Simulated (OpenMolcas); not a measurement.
## Cr I: effect of the basis set

```yaml
Program: OpenMolcas 26.06
Method: "SS-CASPT2, IPEA 0.25 Eh, imaginary shift 0.1 Eh (closed shells correlated: 3s 3p)"
Active_space: 6 electrons in 6 orbitals (3d 4s)
State_averaging: 2S+1 = 7 even, 1 root; 2S+1 = 5 even, 23 roots kept (CI in the orbitals of an earlier block); 2S+1 = 3 even, 9 roots kept (CI in the orbitals of an earlier block)
Spin-orbit_coupling: state interaction with AMFI integrals over the reference wave functions, term energies averaged over their components
```

A. ANO-R1 [5s3p3d1f], X2C, finite nucleus; CASPT2 step of the order of 7 core-seconds
B. ANO-R2 [6s4p4d2f], X2C, finite nucleus; CASPT2 step roughly 9 core-seconds
C. ANO-L-VTZP [6s5p3d2f1g], non-relativistic, point nucleus; CASPT2 step of the order of 15 core-seconds
D. ANO-RCC-VTZP [6s5p3d2f1g], DKH2, point nucleus; CASPT2 step about 8 core-seconds
E. ANO-R3 [7s5p5d3f1g], X2C, finite nucleus; CASPT2 step of the order of 23 core-seconds
F. ANO-RCC-VQZP [7s6p4d3f2g1h], DKH2, point nucleus; CASPT2 step about 20 core-seconds

Energies in cm⁻¹ above 3d⁵ 4s ⁷S₃, the measured ground level; measured values from NIST Handbook of Basic Atomic Spectroscopic Data.

| Level | A | B | C | D | E | F | Measured |
| --- | --- | --- | --- | --- | --- | --- | --- |
| 3d⁵ 4s ⁷S₃ | 0.0 | 0.0 | 0.0 | 0.0 | 0.0 | 0.0 | 0.0 |
| 3d⁴ 4s² ⁵D₀ | 4670 | 6780 | 8810 | 7200 | 7940 | 7750 | 7751 |
| 3d⁴ 4s² ⁵D₁ | 4720 | 6830 | 8860 | 7250 | 7990 | 7800 | 7811 |
| 3d⁴ 4s² ⁵D₂ | 4820 | 6920 | 8960 | 7350 | 8090 | 7900 | 7927 |
| 3d⁴ 4s² ⁵D₃ | 4970 | 7070 | 9110 | 7500 | 8240 | 8040 | 8095 |
| 3d⁴ 4s² ⁵D₄ | 5160 | 7270 | 9300 | 7690 | 8430 | 8240 | 8308 |
| 3d⁵ 4s ⁵S₂ | 7160 | 6520 | 5550 | 6920 | 6040 | 6160 | 7593 |
| 3d⁵ 4s ⁵G₄ | 25590 | 24530 | 23930 | 23410 | 23480 | 22750 | 20524 |
| 3d⁵ 4s ⁵G₅ | 25590 | 24530 | 23930 | 23410 | 23480 | 22750 | 20524 |
| 3d⁵ 4s ⁵G₃ | 25590 | 24530 | 23930 | 23410 | 23480 | 22750 | 20521 |
| 3d⁵ 4s ⁵G₂ | 25590 | 24530 | 23930 | 23410 | 23480 | 22750 | 20517 |
| 3d⁵ 4s ⁵G₆ | 25590 | 24530 | 23930 | 23410 | 23480 | 22750 | 20520 |
| 3d⁵ 4s ⁵P₂ | 27270 | 25880 | 25710 | 25000 | 25190 | 24460 | 21848 |
| 3d⁵ 4s ⁵P₃ | 27280 | 25880 | 25700 | 25000 | 25190 | 24460 | 21841 |
| 3d⁵ 4s ⁵P₁ | 27290 | 25910 | 25770 | 25020 | 25220 | 24500 | 21857 |
| 3d⁵ 4s ⁵D₀ | 29300 | 27570 | 26330 | 26450 | 26420 | 25730 |  |
| 3d⁵ 4s ⁵D₄ | 29310 | 27590 | 26360 | 26470 | 26440 | 25750 |  |
| 3d⁵ 4s ⁵D₁ | 29320 | 27590 | 26390 | 26470 | 26450 | 25760 |  |
| 3d⁵ 4s ⁵D₂ | 29340 | 27620 | 26460 | 26510 | 26480 | 25790 |  |
| 3d⁵ 4s ⁵D₃ | 29350 | 27630 | 26480 | 26520 | 26500 | 25810 |  |

Deviations, from unrounded energies. A percentage is the sum of absolute deviations over the sum of measured energies, with the sign that they share, or ± where signs differ.

```json
{"Against measurement": "mean absolute deviation (cm-1)", "Levels": "14", "A": "4100", "B": "2700", "C": "2600", "D": "2000", "E": "1900", "F": "1500"}
{"Against measurement": "other terms of the ground configuration (%)", "Levels": "9", "A": "±23.9", "B": "±18.9", "C": "±17.5", "D": "±14.0", "E": "±15.0", "F": "±11.7"}
{"Against measurement": "other configurations (%)", "Levels": "5", "A": "-39.0", "B": "-12.6", "C": "+12.9", "D": "-7.3", "E": "+2.0", "F": "-0.4"}
```

F lies closest to measurement on these levels and A furthest from it. The largest miss of F in the table is 3d⁵ 4s ⁵P₁, by +2600 cm-1. The ranking rests on the paired levels alone, and a cruder setting can come out closer through cancelling errors.

Among A to F the level of the table that moves most is 3d⁴ 4s² ⁵D₄, by 4100 cm-1 (lowest in A, highest in C). Moves below CASPT2's spread within the term are not significant.

CASPT2 breaks the degeneracy within a term, and the mean is taken; among the terms shown or strongly mixed into the levels shown the widest spread is 320 cm-1 (3d⁵ 4s ⁵G, E). Over all roots computed the reference weight is 0.85 to 0.92 in A, 0.84 to 0.90 in B, 0.84 to 0.90 in C, 0.84 to 0.90 in D, 0.83 to 0.89 in E, 0.83 to 0.90 in F; the roots of lowest weight are the least certain, and an intruder state may touch them. Terms from blocks run as CI alone lack orbitals of their own. A single d shell beside an s shell can misplace configurations of different d count against each other. Some terms miss by over 15 % even with CASPT2, which points to a basis or an active space too small for the shells correlated (holds for A; B; C; E; F). Computed and measured levels are paired by configuration, term and J; levels that our copy of the source lacks, or whose pairing is in doubt (as where it misses far off the trend of its configuration), stay unpaired and out of the deviations. Levels of configurations outside the active space are missing. The table leaves out levels that lie high or whose names do not pair safely across all columns.
